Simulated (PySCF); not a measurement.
An unknown gives this computed stick spectrum. Computed with TDDFT B3LYP/def2-SVPD, vertical, gas phase, core orbitals frozen in the response in PySCF. Geometries: GFN2-xTB, one conformer each.

```csv
state,E (eV),f,"main configurations (H = HOMO, L = LUMO)"
S1,5.55,0.047,H→L (96%)
S2,6.07,0.011,H→L+1 (95%)
S3,6.44,0.0066,"H→L+2 (66%), H→L+3 (31%)"
S4,6.52,0.045,"H→L+3 (66%), H→L+2 (30%)"
S5,6.79,0.029,H-1→L (95%)
S6,7.05,0.026,H→L+4 (97%)
S7,7.27,0.024,"H→L+5 (73%), H→L+6 (22%)"
S8,7.37,0.014,H-1→L+1 (82%)
```

Triplets computed (Tamm–Dancoff): 5.09, 5.92, 6.11 eV.

Orbital energies (eV): HOMO-3 -8.97, HOMO-2 -8.54, HOMO-1 -7.92, HOMO -6.53, LUMO -0.14, LUMO+1 0.41, LUMO+2 0.76.

Task: Which candidate is it? All have the formula C4H10OSi.
A. `[SiH2]1OCC[C@H]1C`
B. `O[SiH]1CCCC1`
C. `[SiH3]OCC1CC1`
D. `CO[C@H]1CC[SiH2]1`

Result: D. Its S1, at 5.55 eV, is the lowest among the candidates; the nearest of the others has S1 at 6.41 eV. S1 is HOMO→LUMO (96%). Löwdin shares by element: HOMO oxygen 43%, carbon 23% or more, silicon 14% (atoms not listed hold the other 20%); LUMO silicon 30%, hydrogen 21% or more, carbon 10% or more (atoms not listed hold the other 40%). At the same level the other candidates give, for their lowest levels:
- `O[SiH]1CCCC1`: 6.41 eV (f 0.008); 6.95 eV (f 0.008); 7.25 eV (f 0.000); 7.45 eV (f 0.002); 7.66 eV (f 0.010); T1 6.26 eV; HOMO -7.41, LUMO -0.03 eV
- `C[C@@H]1CCO[SiH2]1`: 6.63 eV (f 0.003); 6.89 eV (f 0.013); 7.01 eV (f 0.014); 7.19 eV (f 0.014); 7.78 eV (f 0.006); T1 6.38 eV; HOMO -7.57, LUMO 0.11 eV
- `[SiH3]OCC1CC1`: 6.71 eV (f 0.004); 7.31 eV (f 0.013); 7.48 eV (f 0.037); 7.56 eV (f 0.031); 7.77 eV (f 0.006); T1 6.46 eV; HOMO -7.75, LUMO 0.04 eV

The values belong to the conformer `[CH3:1][O:2][C@H:3]1[CH2:4][CH2:5][SiH2:6]1`: C1–O2–C3–C4 -178°.
